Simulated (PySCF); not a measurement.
C₃H₁₀BN.
Bonds: C1–C2 (double), C2–B3, B3–N4, N4–C5. Hydrogens: H6, H7 on C1; H8 on C2; H9, H10 on B3; H11, H12 on N4; H13, H14, H15 on C5.
Bond orders are those of one Lewis drawing.

Method: PBE0-D3(BJ)/def2-SVP geometry optimisation, gas phase (PySCF); density fitting, grid level 1; the optimiser is geomeTRIC in internal coordinates, started from a GFN2-xTB structure with every atom displaced at random (about 0.01 Å).

Step 0: E = -5429.4625 eV
```
atom  x, y, z in Å  |  force x, y, z in eV/Å
C1      2.1322   -1.0010    0.0193   -1.341   1.907  -0.593
C2      1.7555    0.2239   -0.4196    0.333  -0.264   0.026
B3      0.2861    0.8644   -0.5792    1.131  -0.875   1.061
N4     -0.7398   -0.2762   -0.1085   -1.578   1.068   0.319
C5     -2.1750    0.1258   -0.1757    0.658  -0.138   0.748
H6      3.1406   -1.2924    0.0782    1.635  -0.529   0.101
H7      1.4121   -1.7245    0.3467   -0.612  -0.777   0.308
H8      2.5921    0.8856   -0.7214   -0.204  -0.128   0.066
H9      0.1479    1.8005    0.1761   -0.205   0.334   0.173
H10     0.0465    1.1164   -1.6997   -0.401   0.345  -1.189
H11    -0.6075   -1.0811   -0.6903    0.333  -0.820  -0.362
H12    -0.5012   -0.5239    0.8523    0.086  -0.199  -0.039
H13    -2.8739   -0.6528    0.1452    0.108  -0.357   0.068
H14    -2.4263    0.4250   -1.1773   -0.002   0.196  -0.797
H15    -2.3209    0.9894    0.4743    0.061   0.237   0.110
```

Step 1: E = -5429.6020 eV
```
atom  x, y, z in Å  |  force x, y, z in eV/Å
C1      2.1396   -1.0103   -0.0639    0.376   0.021   0.449
C2      1.7620    0.2426   -0.3565   -0.028  -0.076  -0.178
B3      0.3038    0.8319   -0.5699   -0.169   0.029  -0.226
N4     -0.7829   -0.2700   -0.0798    0.317  -0.235  -0.059
C5     -2.1779    0.1614   -0.1532   -0.126  -0.139  -0.210
H6      3.2050   -1.2722    0.0662   -0.313  -0.059  -0.117
H7      1.4374   -1.8285    0.1677    0.018   0.064  -0.137
H8      2.5845    0.9542   -0.5213   -0.014   0.004  -0.003
H9      0.0631    1.8342    0.0990    0.040   0.021   0.004
H10     0.0539    1.0212   -1.7705    0.009   0.044   0.205
H11    -0.6130   -1.1251   -0.6267   -0.179   0.246   0.081
H12    -0.5273   -0.5225    0.8773   -0.033   0.028   0.063
H13    -2.8688   -0.6128    0.2205    0.061   0.064  -0.039
H14    -2.4159    0.3956   -1.2032    0.017  -0.019   0.155
H15    -2.2951    1.0796    0.4346    0.023   0.008   0.012
```

**Question.** Estimate the geometry and energy of step 2. (The exact step hangs on the optimiser's Hessian estimate; all steps are aligned on step 1, rigid shifts and turns removed.)

**Answer.** E = -5429.6163 eV, largest force 0.201 eV/Å
```
atom  x, y, z in Å  |  force x, y, z in eV/Å
C1      2.1155   -0.9885   -0.0334   -0.113  -0.098   0.097
C2      1.7697    0.2646   -0.3650    0.157  -0.107  -0.068
B3      0.3078    0.8519   -0.5771   -0.067  -0.002  -0.069
N4     -0.7578   -0.2659   -0.0795    0.107  -0.017  -0.004
C5     -2.1618    0.1358   -0.1530   -0.040   0.012  -0.018
H6      3.1424   -1.3588    0.0757    0.015   0.191  -0.035
H7      1.3605   -1.7653    0.1599   -0.015  -0.044   0.003
H8      2.5992    0.9648   -0.5418    0.005  -0.005  -0.006
H9      0.0739    1.8558    0.0927    0.002  -0.015   0.021
H10     0.0456    1.0445   -1.7667    0.001   0.036   0.064
H11    -0.5931   -1.1116   -0.6313   -0.018   0.030   0.005
H12    -0.4987   -0.5161    0.8783   -0.024   0.013  -0.003
H13    -2.8346   -0.6512    0.2186    0.005  -0.002   0.001
H14    -2.4075    0.3697   -1.1967    0.008   0.004   0.009
H15    -2.2929    1.0494    0.4395   -0.022   0.004   0.004
```

The energy changes by -0.0143 eV. The first-order estimate −F·Δx gives -0.0444 eV and the mean of the old and new forces, exact on a quadratic surface, -0.0151 eV. The step makes an angle of 76° with the force vector and moves no atom by more than 0.107 Å.

The cost below is that of the whole optimisation. On Arm Neoverse V2, one thread, shared host with 48 logical CPUs at a one-minute load of 27, this took 38 s of wall time and 0.50 GiB of memory at its peak.
